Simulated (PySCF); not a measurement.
**Correlation energy of S⁻ (sulfur, charge -1)**

[Ne] 3s2 3p5, 2P determinant. All numbers are calculated (PySCF 2.14, no relativity, point nucleus, in aug-cc-pwCVDZ). Frozen: 1s2; 15 electrons correlated.

| level | correlation energy (mhartree) |
| --- | --- |
| CCSD | -288.60 |
| (T) | -5.69 |
| CCSD(T) | -294.29 |

Diagnostics: T1 = 0.0088, D1 = 0.0266, largest double amplitude 0.036.

Cost of the coupled-cluster step: about 2.4 core-seconds, for 15 correlated electrons.
